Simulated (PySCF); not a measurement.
A structure optimised at PBE-D3(BJ)/def2-SVP, used in a PySCF frequency run:

```
Ta
F 1 1.8692
F 1 1.8692 2 120.00
F 1 1.8692 2 120.00 3 180.00
F 1 1.8977 2 90.00 3 90.00
F 1 1.8977 2 90.00 5 180.00
```

Q: Write its SMILES, formula and point group.

A: [F][Ta]([F])([F])([F])[F], F₅Ta, D3h

Q: What are its rotational constants (standard atomic weights)?

A: 2.5379, 2.1377, 2.1377 GHz
